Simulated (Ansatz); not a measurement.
The lowest singlet and triplet of C4H4 (SMILES C1=CC=C1); geometries from B3LYP-D3(BJ)/def2-TZVP, each state relaxed from the structure named, with no frequency check.
Singlet at the triplet's geometry (charge 0, multiplicity 1):
```xyz
8

C      0.99183    -0.22246     0.01074
C      0.22038     0.98738     0.09920
C     -0.99183     0.22246    -0.01074
C     -0.22038    -0.98738    -0.09920
H      2.04373    -0.45839     0.02213
H      0.45412     2.03456     0.20441
H     -2.04373     0.45839    -0.02213
H     -0.45412    -2.03456    -0.20441
```

A positive gap puts the triplet lower; no zero-point energy. R- takes a restricted singlet. U- takes an unrestricted singlet (broken symmetry where lower, unprojected). The triplet is unrestricted in single-reference levels. Active spaces average the two states.

Frozen-core correlation.

Codes used: Ansatz (a first-principles code). Each number belongs to the level named beside it.

```tsv
level	gap E(singlet) − E(triplet), vertical, at the triplet's geometry (kcal/mol)
U-SVWN5/def2-TZVPP (spin-contaminated)	0.03
U-r2SCAN/def2-TZVPP (spin-contaminated)	-6.15
U-BHLYP/def2-TZVPP (spin-contaminated)	-7.94
R-MP2/cc-pVTZ	12.41
R-SCS-MP2/cc-pVDZ	10.70
R-CCSD/cc-pVDZ	10.95
SC-NEVPT2 on SA-CASSCF(4,4)/cc-pVDZ	-1.30
FIC-MRCISD+Q on SA-CASSCF(4,4)/cc-pVDZ	-6.06
FIC-MRCISD+Q on SA-CASSCF(4,4)/cc-pVTZ	___
```

**Question.** Complete the blanks.

**Answer.** 
- FIC-MRCISD+Q on SA-CASSCF(4,4)/cc-pVTZ, gap E(singlet) − E(triplet), vertical, at the triplet's geometry (kcal/mol): -5.58

Doubts at one or more of the structures used: a restricted determinant that unrestricted orbitals would lower (R-MP2/cc-pVTZ, R-SCS-MP2/cc-pVDZ, R-CCSD/cc-pVDZ).
